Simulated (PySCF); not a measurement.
LDA on Bi- (bismuth, charge -1), [Xe] 4f14 5d10 6s2 6p4, high-spin 3P determinant. Computed with PySCF 2.14 in aug-cc-pVDZ-PP with ECP60MDF, with a scalar-relativistic core potential.

```
cycle= 1 E= -214.358809400841  delta_E= -0.0125  |g|= 0.017  |ddm|= 0.503
cycle= 2 E= -214.35895510709  delta_E= -0.000146  |g|= 0.00773  |ddm|= 0.0882
cycle= 3 E= -214.359016988964  delta_E= -6.19e-05  |g|= 0.00768  |ddm|= 0.066
cycle= 4 E= -214.359076301133  delta_E= -5.93e-05  |g|= 0.000246  |ddm|= 0.0267
cycle= 5 E= -214.359076500216  delta_E= -1.99e-07  |g|= 3.01e-05  |ddm|= 0.00219
cycle= 6 E= -214.359076502661  delta_E= -2.45e-09  |g|= 6.72e-07  |ddm|= 0.000213
cycle= 7 E= -214.359076502662  delta_E= -1.51e-12  |g|= 2.35e-07  |ddm|= 6.89e-06
converged SCF energy = -214.359076502662  <S^2> = 2.004358  2S+1 = 3.002904
```

Highest occupied orbital energy: 1.325 eV; ⟨L²⟩ = 2.02; populations by l: s 4.00, p 10.00, d 10.00.

(1) Can this result be used?

Results:

(1) With care. Self-consistency was reached. Energies and moments cover only the electrons outside the core potential. Spin-orbit coupling is strong in this species (close to jj coupling), so the high-spin LS determinant is a model state, not a physical level. At LDA the highest occupied level has a positive energy, so only the finite basis holds that electron; in a semilocal or global hybrid functional this comes from self-interaction and does not mean that the real anion is unbound.
